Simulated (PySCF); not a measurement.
## C₆ coefficients of unlike pairs at PBE0

Calculated with PySCF 2.14 from the dipole response of each species, C₆(A,B) = (3/π) ∫ α_A(iu) α_B(iu) du, in atomic units, from isotropic polarisabilities. For ions this is the dispersion term alone; charge-induced terms of lower order in 1/R come first.

| species | configuration | basis | relativity | α (bohr³) | C₆ (like pair) |
| --- | --- | --- | --- | --- | --- |
| Sc⁺ | [Ar] 3d1 4s1 (3D) | dyall-av2z (16s12p7d2f) | none | 65.38 | 456.2 |
| S | [Ne] 3s2 3p4 (3P) | aug-cc-pCVQZ-DK (10s9p7d5f3g) | spin-free X2C | 20.13 | 138.0 |
| Mg²⁺ | [Ne] (1S) | aug-cc-pVTZ (6s5p3d2f) | none | 0.2824 | 0.1528 |
| Ar⁺ | [Ne] 3s2 3p5 (2P) | aug-cc-pwCVDZ (6s5p3d) | none | 6.766 | 31.02 |

Q: Estimate C₆ for S with Sc⁺.

A: The integral gives 222.0. The combination rule 2 C_A C_B / (C_A α_B/α_A + C_B α_A/α_B) gives 213.9 and the geometric mean 250.9.

No spin-orbit coupling is included.

The other pairs:

```csv
pair,C₆
"Ar⁺, Sc⁺",89.43
"Mg²⁺, Sc⁺",4.486
"Mg²⁺, S",3.426
"Ar⁺, Mg²⁺",1.933
"Ar⁺, S",62.39
```
